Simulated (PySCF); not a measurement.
Molecule: SMILES COC(=O)C#CC(Cl)Cl, C₅H₄Cl₂O₂.

Geometry (Å), atoms numbered from 1 in this order:
```xyz
13

C    -2.967    0.333   -0.025
O    -1.562    0.497    0.108
C    -0.827   -0.591   -0.121
O    -1.257   -1.670   -0.425
C     0.583   -0.304    0.044
C     1.776   -0.195    0.152
C     3.184    0.034    0.304
Cl    3.715    1.290   -0.859
Cl    3.527    0.570    1.979
H    -3.329   -0.417    0.680
H    -3.406    1.304    0.189
H    -3.217    0.013   -1.039
H     3.775   -0.865    0.115
```

Frames of a GFN2-xTB Langevin trajectory at 300 K; GIAO PBE0/pcSseg-1 shieldings in PySCF, gas phase, non-relativistic; equivalent atoms averaged within each frame.

Scale: 13C (σref 186.93) and 1H (σref 31.72) vs TMS; 17O (σref 336.08) against H2O; HCl for 35Cl (σref 949.78) (reference shieldings calculated alike). The references are static minima.

Q: How do the shifts (ppm) fluctuate along the trajectory?

A: 
```tsv
time (fs)	C3	C5	C6	C7	C1	O4	O2	Cl8/Cl9	H13	H10/H11/H12
optimised geometry	159.7	92.6	84.4	70.7	54.4	463.3	204.0	347	6.35	3.99
250	156.8	92.7	85.7	64.0	48.4	440.3	191.0	314	5.89	3.91
425	159.4	89.4	85.6	70.5	51.3	452.5	191.1	300	8.08	3.89
625	159.6	96.1	89.3	72.1	53.5	470.6	202.5	372	6.58	4.92
800	164.0	92.4	87.3	68.8	50.7	492.6	192.1	354	7.15	4.28
1000	163.7	95.7	84.8	79.0	57.4	483.0	213.7	442	7.60	4.35
mean of frames	160.7	93.2	86.5	70.9	52.3	467.8	198.0	356	7.06	4.27
standard deviation	3.1	2.7	1.8	5.5	3.4	21.5	10.0	56	0.86	0.42
```

5 frames give an uncertainty of the mean of about the standard deviation over 2.2 at best, since frames this close in time may not be independent; classical motion lacks zero-point vibration, and the reference would need the same averaging.
